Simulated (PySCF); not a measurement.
Sn(H)(F)2(OH) (F₂H₂OSn), SMILES [OH][SnH]([F])[F]. Heavy atoms are numbered as in [SnH:1]([OH:2])([F:3])[F:4]. Hydrogens are named by the atom that carries them.

The structure is a stationary point at B3LYP-D3(BJ)/def2-SVP. The def2 effective core potentials stand for the cores of Sn; spin–orbit coupling is left out. Other conformers were not sampled.

Method: PySCF with HF/def2-TZVPD.

Mulliken values depend strongly on the basis, most of all with diffuse functions as here. ESP charges are fitted to the potential on shells at 1.4 to 2.0 van der Waals radii. Atomic charges (e), one atom of each kind:

```
atom       ESP fit  Mulliken
---------  -------  --------
Sn1 (SnH)     1.33      1.76
O2 (OH)          …     -0.84
F3           -0.46     -0.68
H on Sn1         …      0.10
H on O2          …      0.34
```

Fill in the missing entries. (An estimate is asked for; the answer gives what the named calculation found.)


- O2 (OH), ESP fit: -0.78
- H on Sn1, ESP fit: -0.08
- H on O2, ESP fit: 0.44
